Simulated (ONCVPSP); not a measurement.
Ce (Z = 58): one change to an ONCV potential, before and after

ONCVPSP 4.0.1 input, shortened (lines: element, Z, core and valence counts, functional; n l f; lmax; l rc ep ncon nbas qcut; lloc lpopt rc5 dvloc0; l nproj debl; icmod fcfact rcfact), PBE, scalar-relativistic:

```
  Ce 58.00   11    3        4      upf
    1    0    2.00
    2    0    2.00
    2    1    6.00
    3    0    2.00
    3    1    6.00
    3    2   10.00
    4    0    2.00
    4    1    6.00
    4    2   10.00
    5    0    2.00
    5    1    6.00
    4    3    1.00
    5    2    1.00
    6    0    2.00
    3
    0    3.50    0.00    4    7    1.60
    1    3.75    0.22    4    7    2.30
    2    4.00    0.00    3    8    3.20
    3    1.00    0.00    5   10   17.80
    4    2    0.95    4.00
    0    3    3.30
    1    3    1.90
    2    3    3.70
    3    2    2.90
    3    1.50    1.75
```

In the p channel the program set the typed energies aside and used 0.050, 1.950, 3.850 Ha.

All-electron outer shells of the reference configuration (PBE, scalar-relativistic, ld1.x):

```
shell  level (eV)  outermost node (bohr)  outermost maximum (bohr)
   5p      -23.22                   0.81                      1.55
   4f       -5.38                      –                      0.71
   6s       -3.74                   1.82                      3.72
   5d       -3.06                   0.92                      2.15
```

Change: functional PBEsol.

Cutoffs: the cutoffs (Ha) at which the residual kinetic energy of the hardest occupied pseudo-wave falls to 1 and 0.1 mHa per electron; they do not see the model core or the augmentation charge, which bear on the density cutoff. Errors are all-electron minus pseudo energies relative to the spin-unpolarised reference configuration.

Problem. How do hardness, ghosts and transferability respond?

Solution. The potential gets neither clearly harder nor softer (129 Ha and 143 Ha → 129 Ha and 143 Ha); both files keep a bound ghost (s); of the 3 tests that both files solve, the error grows in 2 and shrinks in 0 by more than 15 % and 0.3 meV (median size 99.0 → 329.3 meV).

| quantity | base | changed |
| --- | --- | --- |
| cutoff, loose | 129 Ha | 129 Ha |
| cutoff, tight | 143 Ha | 143 Ha |
| loose cutoff by channel | s 1.7 Ha, d 3.8 Ha, f 129 Ha | s 1.7 Ha, d 3.8 Ha, f 129 Ha |
| bound ghosts | s | s |
| GHOST(+) flags under 300 eV | p at 3.2 eV, d at 98.8 eV, p at 122.0 eV, s at 158.2 eV, d at 219.9 eV | p at 3.2 eV, d at 98.9 eV, p at 122.0 eV, s at 158.3 eV, d at 219.9 eV |
| tests counted as reliable (solved cleanly; for ONCVPSP, near-neutral configurations with less than one 5d electron left out) | 3 of 4 | 3 of 4 |
| error for 4f1 5d1 6s1, meV [ΔE 6.07 → 6.10 eV] | -75 | -81 |
| error for 4f1 5d1 6s0, meV [ΔE 17.15 → 17.14 eV] | -335 | -463 |
| error for 4f1 5d0 6s0, meV [ΔE 36.33 → 36.28 eV] | -99 | -329 |
| s: phases at 3.55 bohr within 0.05 rad from the reference energy up to (Ha; the scan ends near 5) | 1.4 | 1.4 |
| p: phases at 3.81 bohr within 0.05 rad from the reference energy up to (Ha; the scan ends near 5) | 0.1 | 0.1 |
| d: phases at 4.07 bohr within 0.05 rad from the reference energy up to (Ha; the scan ends near 5) | -0.1 | -0.1 |
| f: phases at 1.02 bohr within 0.05 rad from the reference energy up to (Ha; the scan ends near 5) | to the end of the scan | to the end of the scan |
| rms error of d²Exc/dni dnj with the model core, mHa | 45.88 | 46.09 |

 A true bound ghost makes a file unfit for plane-wave use even where its test errors are small: the radial tests pick states by their node count and pass the ghost by.
